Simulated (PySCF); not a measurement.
## Telling isomers of C₆H₁₃NO apart by NMR

All values are calculated (PySCF 2.14): GIAO PBE0/pcSseg-1 shieldings, geometry: GFN2-xTB. A single conformation, isolated molecule, relativity neglected, equivalent nuclei averaged.

References, each an isolated molecule treated in the same way: $^{1}$H, $^{13}$C against TMS. Where no couplings were computed, multiplicities follow the n + 1 count of equivalent neighbours, and m marks all less simple cases (inequivalent or close neighbours, rings, F or P nearby). Acid and N–H amide carbonyl carbons lie up to 10 ppm further downfield in solution (hydrogen bonding). Shifts are as computed. Against solution values, carbons near 30 ppm lie about +3 ppm off and those near 130 ppm about +5 ppm. Of 1211 compounds with measured shifts, 218 miss one by over three times the rms of a fit or turn the order of signals round; such compounds aren't used in these exercises. OH and NH positions are gas-phase values without hydrogen bonding to other molecules.

(1) Tabulate the signals of `CC(=O)NC(C)(C)C`, `CC(=O)CCN(C)C` and their relative energies.

(2) What is the quickest way to tell CC(=O)NC(C)(C)C from CC(=O)CCN(C)C?

## Answers

(1) 
```tsv
SMILES	carbon types	δC	δH	E rel. (kcal/mol)
CC(=O)NC(C)(C)C	2×C 4×CH3	169.9, 52.0, 29.1, 25.7	4.51 (br, 1H), 1.88 (s, 3H), 1.39 (s, 9H)	0.0
CC(=O)CCN(C)C	1×C 2×CH2 3×CH3	214.0, 59.8, 45.9, 44.1, 35.5	2.65 (s, 3H), 2.38 (t, 2H), 2.29 (s, 6H), 2.14 (t, 2H)	30.6
```

Energies are electronic energies at PBE0/pcSseg-1 on these geometries, without zero-point or thermal terms, each for the one conformer computed, which needn't be the lowest.

(2) Count the carbon signals: 4 against 5. The first has a fully substituted sp3 carbon bonded to N (C) at 52.0 ppm, the second an sp3 CH2 bonded to N at 59.8 ppm. Their most deshielded carbons lie at 169.9 and 214.0 ppm. In the proton spectra the most deshielded non-exchanging signals are 1.88 (s, 3H) and 2.65 (s, 3H).
